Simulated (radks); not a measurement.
Results of a calculation; reference values are marked as such.
Q: Ionisation of the silicon ion Si2+, [Ne] 3s2, to Si3+, [Ne] 3s1, under several functionals. Dirac Kohn-Sham, spin-unpolarised, spherical densities, finite nucleus; a radial shooting solver on a logarithmic mesh with Libxc functionals. The NIST Atomic Spectra Database gives 33.493 eV (measured). Rank these functionals by the error of their Delta-SCF ionisation energy: PW91; PBEsol; B86b exchange with PBE correlation; exchange-only LDA; RPBE.

A: From best to worst: RPBE 33.850 eV (+0.357); PBEsol 33.899 eV (+0.406); B86b exchange with PBE correlation 34.028 eV (+0.535); PW91 34.042 eV (+0.549); exchange-only LDA 32.857 eV (-0.636). Spin polarisation and multiplet splitting are left out, so open shells lie too high by an amount that depends on their filling.

Beside tabulated values, note that spin-unpolarised runs miss the spin-polarisation part of the exchange energy of open shells.
